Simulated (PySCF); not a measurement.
How methods differ on the excitation energy of S⁺

S⁺ [Ne] 3s2 3p3 (4S) → S⁺ [Ne] 3s1 3p4 (4P), as a difference of total energies. Calculation: PySCF 2.14, in aug-cc-pV(D+d)Z (5s4p3d, 32 functions); no relativity, point nucleus. Correlated levels: valence: [Ne] frozen. The calculations carry no spin-orbit coupling.

```
       method  excitation energy (eV)
          UHF                  10.461
          LDA                  10.355
          PBE                  10.242
         PBE0                  10.377
       r2SCAN                   9.970
      r2SCAN0                  10.150
         PW91                  10.232
      wB97X-V                  10.575
MP2 (valence)                  10.388
```

Q: Estimate what SCS-MP2 (valence) gives.

A: 10.369 eV, closest to PBE0 among the rows shown.

Q: Estimate what BHandHLYP gives.

A: 10.611 eV, closest to wB97X-V among the rows shown.

Errors of the correlated levels include the incompleteness of this basis and the frozen core.

For comparison: 9.870 eV (measured; NIST levels, between the centres of gravity of the two terms).
